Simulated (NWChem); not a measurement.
System meant: MgSiNH5; SMILES [NH2][Mg][SiH3]

Input file for NWChem:

```
start job
memory heap 200 mb stack 900 mb global 1100 mb
geometry units angstroms noautoz
  Mg    -0.191720     0.705903    -0.000533
  N     -0.211025     2.599076    -0.001396
  H     -0.241654     3.206846     0.812843
  H     -0.191250     3.206826    -0.815981
  Si    -0.168495    -1.868751     0.000556
  H     -0.495655    -2.452958    -1.345215
  H     -1.164607    -2.461953     0.957024
  H      1.164996    -2.445432     0.384819
end
basis spherical
  * library def2-svp
end
dft
  odft
  mult 2
  xc pbe0
  iterations 150
  mulliken
end
task dft energy
```

End of the output:

```
 Summary of "ao basis" -> "" (spherical)
 ------------------------------------------------------------------------------
       Tag                 Description            Shells   Functions and Types
 ---------------- ------------------------------  ------  ---------------------
 *                          def2-svp                  on all atoms

                                 NWChem DFT Module
                                 -----------------

 Summary of "ao basis" -> "ao basis" (spherical)
 ------------------------------------------------------------------------------
       Tag                 Description            Shells   Functions and Types
 ---------------- ------------------------------  ------  ---------------------
 Mg                         def2-svp                 8       18   4s3p1d
 N                          def2-svp                 6       14   3s2p1d
 H                          def2-svp                 3        5   2s1p
 Si                         def2-svp                 8       18   4s3p1d

 Summary of "ao basis" -> "ao basis" (spherical)
 ------------------------------------------------------------------------------
       Tag                 Description            Shells   Functions and Types
 ---------------- ------------------------------  ------  ---------------------
 Mg                         def2-svp                 8       18   4s3p1d
 N                          def2-svp                 6       14   3s2p1d
 H                          def2-svp                 3        5   2s1p
 Si                         def2-svp                 8       18   4s3p1d

  number of electrons :                   38
  multiplicity        :                    2
 ------------------------------------------------------------------------
  no. of electrons and multiplicity not compatible                  38
 ------------------------------------------------------------------------
 ------------------------------------------------------------------------
  current input line :
    23: task dft energy
 ------------------------------------------------------------------------
 ------------------------------------------------------------------------
 There is an error in the input file
 ------------------------------------------------------------------------
 For more information see the NWChem manual at https://nwchemgit.github.io

0: no. of electrons and multiplicity not compatible:Received an Error in Communication
```

Q: Find the fault in this run and fix the input.

A: The input was rejected before any calculation. Cause: the multiplicity doesn't fit the number of electrons (an even count wants an odd multiplicity, and the reverse). This input runs:
```
start job
memory heap 200 mb stack 900 mb global 1100 mb
geometry units angstroms noautoz
  Mg    -0.191720     0.705903    -0.000533
  N     -0.211025     2.599076    -0.001396
  H     -0.241654     3.206846     0.812843
  H     -0.191250     3.206826    -0.815981
  Si    -0.168495    -1.868751     0.000556
  H     -0.495655    -2.452958    -1.345215
  H     -1.164607    -2.461953     0.957024
  H      1.164996    -2.445432     0.384819
end
basis spherical
  * library def2-svp
end
dft
  xc pbe0
  iterations 150
  mulliken
end
task dft energy
```
It converges to -546.83302 Ha (PBE0/def2-SVP).
